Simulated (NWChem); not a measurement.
System: GaH3S; SMILES [SH][GaH2]

NWChem input:

```
start job
memory heap 200 mb stack 900 mb global 1100 mb
geometry units angstroms noautosym nocenter noautoz
  Ga    -0.015065    -0.788347     0.000000
  H      1.372392    -1.501657     0.000000
  H     -1.420761    -1.469288     0.000000
  S      0.073655     1.413388     0.000000
  H     -1.265123     1.594664     0.000000
end
basis spherical
  * library def2-svpd
end
dft
  xc b3lyp
  iterations 150
end
property
  response 1 0.0
end
task dft property
```

Structure relaxed at the PBE0/def2-SVP level.

Static field.

### Question
Give the results of this calculation. (B3LYP/def2-SVPD.) Quantities: isotropic polarisability (bohr³); anisotropy (bohr³).

### Answer
The isotropic polarisability (bohr³) comes out as 54.6 and the anisotropy (bohr³) comes out as 22.5.
